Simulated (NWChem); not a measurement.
Molecule: C$_{2}$H$_{7}$NOSi; SMILES C=C[Si@@H](N)O

```xyz
12

C     -0.1353    -2.2406     0.2677
C     -0.7817    -1.1606    -0.1868
Si     0.0326     0.4996    -0.3832
N     -0.8996     1.7010     0.4244
O      1.5826     0.2422     0.1975
H      0.9241    -2.1891     0.5408
H     -0.6306    -3.2113     0.3873
H     -1.8444    -1.2544    -0.4480
H      0.1009     0.9782    -1.7991
H     -1.1850     1.5951     1.3911
H     -0.8793     2.6731     0.1419
H      2.1962     0.9767     0.1151
```
Atoms are numbered in this order, from 1.

All runs: NWChem. Pople sets run with spherical d functions. Geometry: optimised at PBE0/def2-SVP. No frequency run checked for a minimum. Level PBE/6-31G*: energy and gradient on several grids; changes count from the extra-fine grid, which is no exact limit either.

```csv
grid,size of the energy change (μHa),largest change of a gradient component (μHa/bohr),"time, medium = 1 (rough)"
xcoarse,4000,3000,about 1
coarse,70,300,about 1
medium,< 10,90,about 1
fine,< 10,< 30,about 1
xfine,< 10,< 30,2
```
